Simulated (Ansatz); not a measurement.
Ideal-gas functions of CH₂BBrFN, SMILES `C=NB(F)Br` at 600 K and 1 bar, from an Ansatz frequency run at PBE0-D4/def2-TZVP.

Molar mass 137.75 g/mol, point group C1 (symmetry number 1), electronic degeneracy 1, moments of inertia 92.835, 265.324, 352.475 u Å². Harmonic wavenumbers (cm⁻¹, unscaled): 101, 130, 292, 354, 491, 532, 635, 1094, 1117, 1200, 1352, 1549, 1940, 3028, 3107.

Use S(trans) = R[1.5 ln M + 2.5 ln T − 1.1517]; rotational temperatures θ = 24.2544 K / I; S(rot) = R[ln(√π/σ · √(T³/θAθBθC)) + 1.5]; for each mode x = 1.438777 ν̃/T, S = R[x/(eˣ − 1) − ln(1 − e⁻ˣ)] and H = RT x/(eˣ − 1); 1 cm⁻¹ = 0.0119627 kJ/mol; R = 8.31446 J/(mol·K).

Question: By hand: the entropy, in J/(mol·K).

Answer: Translation 184.8. Rotation: θ = 0.2613, 0.0914, 0.0688 K, giving 123.7. Vibration, mode by mode: 20.12, 18.04, 11.45, 9.92, 7.42, 6.83, 5.58, 2.33, 2.23, 1.91, 1.43, 0.98, 0.45, 0.05, 0.04, in all 88.8. Electronic 0.0. Sum 397.3 J/(mol·K).

Question: By hand: H − E and G − E in kJ/mol, counted from the electronic energy.

Answer: Zero-point energy ½ × 16922 × 0.0119627 = 101.2; thermal vibration 26.7; translation, rotation and pV give 4 RT = 20.0. H − E = 147.9 kJ/mol, and G − E = 147.9 − 600 × 397.3/1000 = -90.5 kJ/mol.

Vibration gives 22 % of the entropy, 38.2 J/(mol·K) of it from the modes under 150 cm⁻¹: soft modes count most, and the harmonic formula is weakest for them. The sum counts one conformer and one mirror image; others add a mixing term.
